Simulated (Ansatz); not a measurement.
Ansatz (a quantum-chemistry and plane-wave program) input (MP2/STO-3G):

Ansatz 0.2 input:
```yaml
crystal:
  periodic: [false, false, false]
  atoms:
    - {symbol: Ag, position_ang: [-0.00000000, -0.00000000, -0.66703697]}
    - {symbol: Cl, position_ang: [0.00000000, 0.00000000, 1.84416103]}
basis:
  gaussian:
    orbitals: STO-3G
total_charge: -1
magnetization: {spin_polarized: true, initial_magnetization: 1}
correlation: {method: mp2, electrons: outside_noble_gas}
```

Task: What final total energy does it give?

Result: -5601.13864 Eh.
